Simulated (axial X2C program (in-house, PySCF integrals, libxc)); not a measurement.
## Outer orbitals of ScGe at 2.558 Å, PBE0

All values were computed with an in-house relativistic program for diatomic molecules. Spin-free means the one-electron spin-free X2C Hamiltonian; two-component (2c) means X2C with spin–orbit coupling and atomic mean-field two-electron Coulomb and Gaunt terms, so the difference of the two also holds small scalar two-electron terms. Basis: Ge dyall-cv3z [9s9p7d4f1g], Sc dyall-cv3z [10s11p7d5f2g] (cores contracted in-house); Gaussian nuclei, density fitting, unrestricted open shells. Masses: Ge 73.921 u, Sc 44.956 u.

The distance is close to the 2c PBE0 minimum; the highest filled and lowest empty levels are listed.

Spin-free orbitals, state M_S = 3/2, Λ = 0 (beyond evenly filled blocks: σα, π+α, π-α) (Löwdin shares):

```csv
symmetry,occupied,ε (eV),atomic character
σβ,yes,-35.16,99% Sc p
δ+α,yes,-31.91,100% Ge d
δ-α,yes,-31.91,100% Ge d
π+α,yes,-31.84,100% Ge d
π-α,yes,-31.84,100% Ge d
σα,yes,-31.81,100% Ge d
δ+β,yes,-31.77,100% Ge d
δ-β,yes,-31.77,100% Ge d
π-β,yes,-31.72,100% Ge d
π+β,yes,-31.72,100% Ge d
σβ,yes,-31.71,100% Ge d
σα,yes,-13.28,"65% Ge s, 12% Sc p, 10% Sc d"
σβ,yes,-11.41,"67% Ge s, 10% Sc p, 10% Sc d"
σα,yes,-5.91,"59% Ge p, 16% Sc s, 16% Sc d"
π+α,yes,-5.39,"55% Ge p, 28% Sc d, 10% Sc p"
π-α,yes,-5.39,"55% Ge p, 28% Sc d, 10% Sc p"
σα,yes,-5.07,"54% Sc d, 40% Sc s, 3% Ge p"
σβ,yes,-4.82,"47% Sc s, 36% Ge p, 8% Sc p"
π-β,no,-2.29,"47% Ge p, 39% Sc d, 10% Sc p"
π+β,no,-2.29,"47% Ge p, 39% Sc d, 10% Sc p"
σβ,no,-2.22,"31% Ge p, 27% Sc s, 20% Sc p"
δ-α,no,-2.11,99% Sc d
δ+α,no,-2.11,99% Sc d
```

Spinors with spin–orbit coupling (state Ω = 3/2):

```tsv
ω	occupied	ε (eV)	atomic character	λ mixture
-1/2	yes	-35.10	99% Sc p	98% σ, 2% π
-3/2	yes	-32.22	100% Ge d	88% δ, 12% π
-1/2	yes	-32.13	100% Ge d	70% π, 30% σ
3/2	yes	-32.12	100% Ge d	76% δ, 24% π
1/2	yes	-32.10	100% Ge d	52% π, 48% σ
5/2	yes	-31.70	100% Ge d	100% δ
3/2	yes	-31.61	100% Ge d	76% π, 24% δ
1/2	yes	-31.57	100% Ge d	52% σ, 48% π
-5/2	yes	-31.56	100% Ge d	100% δ
-1/2	yes	-31.55	100% Ge d	70% σ, 30% π
-3/2	yes	-31.54	100% Ge d	88% π, 12% δ
1/2	yes	-13.27	65% Ge s, 12% Sc p, 10% Sc d	100% σ
-1/2	yes	-11.42	67% Ge s, 10% Sc p, 10% Sc d	100% σ
1/2	yes	-5.91	59% Ge p, 16% Sc d, 16% Sc s	100% σ
-1/2	yes	-5.43	56% Ge p, 27% Sc d, 10% Sc p	99% π, 1% σ
3/2	yes	-5.34	54% Ge p, 29% Sc d, 10% Sc p	100% π
1/2	yes	-5.07	54% Sc d, 40% Sc s, 3% Ge p	100% σ
-1/2	yes	-4.82	47% Sc s, 36% Ge p, 8% Sc p	99% σ, 1% π
1/2	no	-2.33	48% Ge p, 38% Sc d, 10% Sc p	100% π
-3/2	no	-2.26	46% Ge p, 40% Sc d, 10% Sc p	100% π
-1/2	no	-2.22	31% Ge p, 27% Sc s, 20% Sc p	100% σ
-3/2	no	-2.12	99% Sc d	100% δ
```

(1) How does the gap between the highest filled and lowest empty level change from the spin-free to the 2c table?

Mulliken charges and populations of the two-component result (they depend on the basis, above all on diffuse functions):

Ge -0.15 e (s 7.89 p 14.24 d 10.02), Sc 0.15 e (s 7.28 p 12.29 d 1.26 f 0.02). ⟨Lz⟩ = 0.00 ħ and ⟨Sz⟩ = 1.50 ħ (0.81 and 0.68 on the two atoms), which add up to Ω.

One determinant describes the state; a PBE0 search over occupations chose it and may have missed a lower one. Density functionals use the spin component along the axis (collinear). PBE0 can misorder states that lie within some tenths of an eV, so this need not be the ground state of the molecule. The nearest other spin-free determinant of the search, M_S = 1/2, Λ = 0, lies 0.08 eV up at the distance of the search. With several unpaired electrons one determinant need not be a pure state. A state of lower Ω lies just above, and one determinant can place such states too high, so the state shown need not be the lowest. The search has Ω = 1/2 only 0.08 eV up. This is the top spin component of a Σ state; components of lower Ω are not single determinants and can lie lower. The determinant is spin-polarised beyond a pure state at some levels (its spin-free form has ⟨S²⟩ too high), which makes Re and μ there less reliable.

Answers

(1) From 2.53 to 2.49 eV at PBE0, a change of -0.04 eV.
